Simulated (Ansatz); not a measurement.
`C[Si](O)(Cl)Br` → `Cl[Si]Br` + CH₃OH at 298.15 K and 1 bar (silylene formation by 1,1-elimination).

Isolated molecules relaxed with PBE0-D4/def2-TZVP in Ansatz; ΔE leaves out vibrations. CBS: MP2 limit from def2 TZ/QZ plus the TZ coupled-cluster correction, frozen cores. This one scheme is used for every species. For Br outer-core shells are correlated without core-valence functions, which leaves a few kJ/mol of doubt a bond. Scalar relativity is left out up to krypton. One conformer a species, not always the lowest.

```
         species  CCSD(T)/CBS energy (Eh)  H − E (kJ/mol)  S (J/(mol·K))
`C[Si](O)(Cl)Br`              -3437.98992           165.9          368.5
      `Cl[Si]Br`              -3322.23177            19.4          299.5
           CH₃OH               -115.61712           146.3          238.2
```

H − E and S are ideal-gas, rigid-rotor, harmonic terms from PBE0-D4/def2-TZVP, for one conformer and one mirror image of each species. 1 Eh = 2625.50 kJ/mol, R = 8.31446 J/(mol·K).

By hand: ΔE, ΔH, ΔS and ΔG.

ΔE = (-3322.23177) + (-115.61712) − (-3437.98992) = 0.14103 Eh = 370.3 kJ/mol. Δ(H − E) = 19.4 + 146.3 − 165.9 = -0.2, so ΔH = 370.1 kJ/mol. ΔS = 299.5 + 238.2 − 368.5 = 169.2 J/(mol·K). ΔG = 370.1 − 298.15 × (169.2)/1000 = 319.7 kJ/mol.

By hand: the equilibrium constant, and the temperature at which ΔG would vanish if ΔH and ΔS stayed fixed.

log₁₀ K = −ΔG/(RT ln 10) = -56.0. ΔG = 0 at ΔH/ΔS = 2187 K.

The number of gas molecules changes by +1, which sets the sign of ΔS. A doubt of 5 kJ/mol in ΔE shifts log₁₀ K by 0.9 here. Other conformers and mirror images would add mixing entropy, several J/(mol·K) or more a flexible species. These are equilibria of isolated gas molecules and say nothing of rates. Largest T1 diagnostic: 0.011 (customary marks: 0.02 for closed shells, 0.045 for open ones).
